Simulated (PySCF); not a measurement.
Molecule: `COc1ccco1`, C5H6O2.

Cartesian coordinates in Å; atom numbers follow the order of the lines, from 1:
```xyz
13

C    -2.286    0.282   -0.144
O    -1.362   -0.779   -0.001
C    -0.072   -0.419    0.107
C     1.025   -1.215    0.256
C     2.129   -0.325    0.320
C     1.624    0.927    0.206
O     0.272    0.880    0.076
H    -2.252    0.952    0.720
H    -2.085    0.861   -1.049
H    -3.266   -0.185   -0.213
H     1.036   -2.282    0.310
H     3.159   -0.594    0.435
H     2.074    1.898    0.202
```

Frames of a GFN2-xTB Langevin trajectory at 300 K; GIAO PBE0/pcSseg-1 shieldings in PySCF, gas phase, non-relativistic; equivalent atoms averaged within each frame.

Referencing at the same level of theory: TMS for 13C (σ = 186.93 ppm) and 1H (σ = 31.72 ppm); 17O (σ = 336.08 ppm) vs H2O. The references are static minima.

How do the shifts (ppm) fluctuate along the trajectory?

Results:


```csv
time (fs),C3,C6,C5,C4,C1,O7,O2,H12,H13,H11
optimised geometry,168.1,135.1,119.4,88.2,56.1,277.1,92.4,6.60,6.95,5.54
250,179.8,132.8,116.4,107.0,51.5,285.9,99.7,7.11,6.70,5.95
425,159.7,138.1,126.8,81.0,59.5,276.9,86.9,6.93,6.93,5.58
625,177.4,131.7,124.0,100.6,54.3,260.1,96.7,6.62,6.53,6.02
800,174.2,144.4,120.6,92.2,56.5,304.8,94.5,6.91,7.70,4.70
1000,161.4,131.4,116.3,80.9,55.0,268.4,95.2,6.22,6.66,5.36
mean of frames,170.5,135.7,120.8,92.3,55.4,279.2,94.6,6.76,6.91,5.52
standard deviation,9.3,5.6,4.6,11.7,2.9,17.2,4.7,0.35,0.47,0.53
```

5 frames give an uncertainty of the mean of about the standard deviation over 2.2 at best, since frames this close in time may not be independent; classical motion lacks zero-point vibration, and the reference would need the same averaging.
